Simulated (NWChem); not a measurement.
# CHF

```xyz
3

C      0.5606    -0.4527     0.0000
F     -0.5266     0.2642     0.0000
H      1.3753     0.3381     0.0000
```
Charge 0, spin multiplicity 1.

Everything below was run with NWChem. Structure: optimised with B3LYP/def2-SVP, a minimum by its harmonic frequencies.

Symmetry labels belong to the abelian group Cs used in the runs, with the axes of the coordinates shown.

B3LYP has NWChem's definition, with VWN1-RPA local correlation. The structure started from a generated list of species.

Problem. List the lowest 6 singlet excitations that TD-B3LYP/aug-cc-pVDZ, VWN1-RPA local correlation gives, with oscillator strengths.

Solution. 
| state | symmetry | energy (eV) | wavelength (nm) | f |
|---|---|---|---|---|
| 1 | a" | 2.25 | 552 | 0.005 |
| 2 | a' | 5.97 | 208 | 0.065 |
| 3 | a' | 6.78 | 183 | 0.019 |
| 4 | a" | 7.66 | 162 | 0.018 |
| 5 | a' | 7.91 | 157 | 0.051 |
| 6 | a" | 8.26 | 150 | 0.019 |
